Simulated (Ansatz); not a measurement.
CH7BFNSi can be A, `C[SiH2]B(N)F`, or B, `CNB(F)[SiH3]`.

Program: Ansatz. Geometries: PBE0-D4/def2-TZVP. ΔE: electronic, gas phase. CCSD(T)/CBS adds triple-zeta CCSD(T) − MP2 to the extrapolated MP2 energy (def2 sets, frozen cores). Functionals use def2-TZVPP. B3LYP here is the variant with VWN-RPA as its local correlation; programs differ in this. Each species was taken in one conformer, which may not be the lowest.

A:

Z-matrix (Å, degrees):
```
C
Si 1 1.878
H 1 1.092 2 110.3
H 1 1.092 2 110.9 3 119.6
H 1 1.092 2 111.1 3 -120.0
B 2 2.032 1 112.0 3 -57.7
H 2 1.495 1 109.9 3 -179.7
H 2 1.493 1 109.3 3 63.6
F 6 1.347 2 119.4 1 50.5
N 6 1.392 2 123.3 1 -129.4
H 10 1.004 6 122.7 2 0.2
H 10 1.008 6 122.7 2 -179.3
```

B:

Z-matrix (Å, degrees):
```
C
N 1 1.443
H 1 1.094 2 111.5
H 1 1.089 2 109.6 3 119.5
H 1 1.094 2 111.4 3 -121.0
B 2 1.390 1 128.7 3 -119.3
H 2 1.011 1 114.5 3 60.6
Si 6 2.032 2 126.8 1 -0.0
F 6 1.349 2 116.6 1 180.0
H 8 1.490 6 109.9 2 -120.1
H 8 1.490 6 109.9 2 121.6
H 8 1.490 6 113.8 2 0.7
```

Which is lower in electronic energy at CCSD(T)/CBS, and by how much? (Estimate.)

Computed: A, by 72.6 kJ/mol.

Give E(B) − E(A) in kJ/mol with CCSD/def2-TZVPP, B3LYP, CCSD(T)/def2-TZVPP, MP2/def2-TZVPP, ωB97M-V, B2PLYP, PBE-D4. (An estimate is asked.)

The calculation gave: CCSD/def2-TZVPP 70.4, B3LYP 69.5, CCSD(T)/def2-TZVPP 70.2, MP2/def2-TZVPP 75.1, ωB97M-V 73.3, B2PLYP 71.4, PBE-D4 69.0. None reverses the order clearly.

Largest T1 diagnostic: 0.013.
